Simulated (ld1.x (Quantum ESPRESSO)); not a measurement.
## caesium: one change to an RRKJ potential, before and after

caesium (Cs), norm-conserving RRKJ (Kleinman–Bylander form), made with ld1.x (Quantum ESPRESSO) 7.5 (PBEsol, fully relativistic). Core [Kr] 4d10 5s2, reference 5p6 5d0 6s1 6p0. Waves: 5p (bound): rc 2.85 bohr; 5d (bound, empty): rc 3.50 bohr; 6s (bound): rc 3.25 bohr. Local part: the s channel. Core correction: none.

Open shells are filled in proportion to 2j + 1 (rel_dist='average').

All-electron outer shells of the reference configuration (PBEsol, scalar-relativistic, ld1.x):

```tsv
shell	level (eV)	outermost node (bohr)	outermost maximum (bohr)
4d	-74.20	0.33	0.72
5s	-26.79	0.82	1.54
5p	-13.55	0.89	1.79
6s	-2.08	2.11	4.80
6p	-0.73	2.61	6.64
5d	-0.38	1.06	3.42
```

Change: core correction a·sin(br)/r model core inside 1.32 bohr.

Cutoffs: the cutoffs (Ry, on a coarse ladder) from which the occupation-weighted sum of valence levels, in a spherical-Bessel basis at the reference potential, stays within 10 and 1 mRy of its value at 400 Ry; they do not see the model core or the augmentation charge, which bear on the density cutoff. Errors are all-electron minus pseudo energies relative to the spin-unpolarised reference configuration.

Problem. Predict the effect on cutoff, ghosts and configuration errors.

Solution. The potential gets neither clearly harder nor softer (15 Ry and 18 Ry → 15 Ry and 18 Ry); of the 6 tests that both files solve, the error grows in 2 and shrinks in 3 by more than 15 % and 0.3 meV (median size 5.0 → 2.0 meV); neither file shows a bound ghost. A model core, the more so a compact one, raises the density cutoff, which this test does not measure.

| quantity | base | changed |
| --- | --- | --- |
| cutoff, loose | 15 Ry | 15 Ry |
| cutoff, tight | 18 Ry | 18 Ry |
| bound ghosts | none | none |
| error for 5p6 5d0 6s0 6p0, meV [ΔE 3.79 eV] | +7.5 | -2.0 |
| error for 5p6 5d0 6s0.5 6p0, meV [ΔE 1.46 eV] | +2.4 | +1.4 |
| error for 5p6 5d0 6s0 6p1, meV [ΔE 1.35 eV] | -83 | -88 |
| error for 5p6 5d0.5 6s0.5 6p0, meV [ΔE 0.84 eV] | 0.0 | -0.6 |
| error for 5p6 5d1 6s0 6p0, meV [ΔE 1.66 eV] | +0.4 | -1.9 |
| error for 5p5 5d0 6s1 6p0, meV [ΔE 17.94 eV] | +308 | +214 |
| s: phases at 3.81 bohr within 0.05 rad from the reference energy up to (Ry; the scan ends near 5) | 0.0 | 0.0 |
| p1/2: phases at 3.81 bohr within 0.05 rad from the reference energy up to (Ry; the scan ends near 5) | -0.3 | -0.3 |
| p3/2: phases at 3.81 bohr within 0.05 rad from the reference energy up to (Ry; the scan ends near 5) | -0.1 | -0.1 |
| d3/2: phases at 3.81 bohr within 0.05 rad from the reference energy up to (Ry; the scan ends near 5) | 1.1 | 1.1 |
| d5/2: phases at 3.81 bohr within 0.05 rad from the reference energy up to (Ry; the scan ends near 5) | 1.1 | 1.1 |
